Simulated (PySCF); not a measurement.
**Assigning NMR signals**

Mapped SMILES: `[CH:1]#[C:2][C@:3]([CH3:4])([CH:5]=[CH2:6])[SiH2:7][CH3:8]`; H(Xn) means a hydrogen on atom n. Ha(C6) is cis to C3; Ha(Si7) is pro-R; Hb(Si7) is pro-S; Hb(C6) is trans to C3.

- shielding tensors at PBE0/pcSseg-1 (GIAO)
- geometry: GFN2-xTB
- run in PySCF 2.14.0 with density-fitted response routines
- fast rotation and ring inversion assumed for equivalent nuclei, in vacuum, non-relativistic Hamiltonian, one conformer

Chemical shifts δ = σref − σ; TMS for $^{13}$C (186.93 ppm) and $^{1}$H (31.72 ppm), all at this level.

Problem. Assign these signals to the numbered atoms. $^{13}$C{$^{1}$H} NMR (computed): δ 147.8 (CH), 121.3 (CH2), 92.4 (C), 80.6 (CH), 28.3 (C), 25.8 (CH3), -8.0 (CH3).

Solution. 
147.8 → C5, alkene CH: as expected for a trigonal carbon in a double bond
121.3 → C6, terminal =CH2 carbon: as expected for a trigonal carbon in a double bond
92.4 → C2, alkyne carbon: sp carbons lie upfield of alkene carbons because the cylindrical π system leaves one tensor component strongly shielded
80.6 → C1, terminal alkyne carbon: sp carbons lie upfield of alkene carbons because the cylindrical π system leaves one tensor component strongly shielded
28.3 → C3, allylic fully substituted sp3 carbon bonded to Si
25.8 → C4, methyl carbon: aliphatic region, no heteroatom directly attached
-8.0 → C8, methyl carbon bonded to Si: an electropositive neighbour leaves it electron-rich and shielded

Problem. Assign these signals to the numbered atoms. $^{1}$H NMR (300 MHz, computed): δ 5.96 (m, 1H), 5.95 (m, 1H), 5.50 (m, 1H), 4.13 (m, 1H), 3.97 (m, 1H), 1.94 (s, 1H), 1.39 (s, 3H), 0.34 (m, 3H).

Solution. 
| δ (ppm) | atoms | environment | reason |
| --- | --- | --- | --- |
| 5.96 | H(C5) | hydrogen on an alkene CH | attached to an sp2 carbon and in the plane of the double bond |
| 5.95 | Ha(C6) | hydrogen on a terminal =CH2 carbon | attached to an sp2 carbon and in the plane of the double bond |
| 5.50 | Hb(C6) | hydrogen on a terminal =CH2 carbon | – |
| 4.13 | Hb(Si7) | hydrogen on a silicon bonded to 2 C | – |
| 3.97 | Ha(Si7) | hydrogen on a silicon bonded to 2 C | – |
| 1.94 | H(C1) | hydrogen on a terminal alkyne carbon | it lies on the axis of the triple bond, in its shielding cone |
| 1.39 | H(C4) | hydrogen on a methyl carbon | – |
| 0.34 | H(C8) | hydrogen on a methyl carbon bonded to Si | an electropositive neighbour shields it, as in TMS itself |

H(C5) and Ha(C6) lie closer than the usual error of such a calculation, so a measured spectrum could show them in the other order.

Shifts are as computed. Against solution values, carbons near 30 ppm lie about +3 ppm off and those near 130 ppm about +5 ppm. Of 1211 compounds with measured shifts, 218 miss one by over three times the rms of a fit or turn the order of signals round; such compounds aren't used in these exercises. No couplings were computed; multiplicities are counted from neighbouring protons, with m where these are inequivalent, close in shift, in a saturated or five-membered ring or joined by F or P, and br s for small geminal =CH2 splittings.
